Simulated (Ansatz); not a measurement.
`C=C=[N][AlH2]` and `BN=C=C` differ in one element.

Ansatz, PBE0-D4/def2-TZVP geometries, multiplicity 1. 

```json
{"property": "HOMO–LUMO gap (PBE/def2-TZVPP) / eV", "`C=C=[N][AlH2]`": "3.12"}
{"property": "HOMO–LUMO gap (PBE0/def2-TZVPP) / eV", "`C=C=[N][AlH2]`": "4.86"}
{"property": "LUMO energy (ωB97M-V/def2-TZVPP) / eV", "`C=C=[N][AlH2]`": "0.21"}
{"property": "LUMO energy (PBE/def2-TZVPP) / eV", "`C=C=[N][AlH2]`": "-2.12"}
{"property": "size of the dipole moment (ωB97M-V/def2-TZVPP) / D", "`C=C=[N][AlH2]`": "0.44"}
{"property": "HOMO–LUMO gap (B3LYP/def2-TZVPP) / eV", "`C=C=[N][AlH2]`": "4.47"}
```

**Question.** What does the change do to each property? (Best estimate.)

**Answer.** The calculation gave: 
```tsv
property	`BN=C=C`	shift
HOMO–LUMO gap (PBE/def2-TZVPP) / eV	3.90	0.78
HOMO–LUMO gap (PBE0/def2-TZVPP) / eV	5.81	0.95
LUMO energy (ωB97M-V/def2-TZVPP) / eV	0.67	0.46
LUMO energy (PBE/def2-TZVPP) / eV	-2.11	0.01
size of the dipole moment (ωB97M-V/def2-TZVPP) / D	1.08	0.64
HOMO–LUMO gap (B3LYP/def2-TZVPP) / eV	5.40	0.93
```

With PBE0 the HOMO falls by 0.77 eV and the LUMO rises by 0.17 eV, so the gap widens by about 0.94 eV. PBE moves the HOMO by -0.77 eV and ωB97M-V by -0.78 eV. Dipoles are sizes alone; their direction can turn.

B3LYP here is the variant with VWN-RPA as its local correlation; programs differ in this.
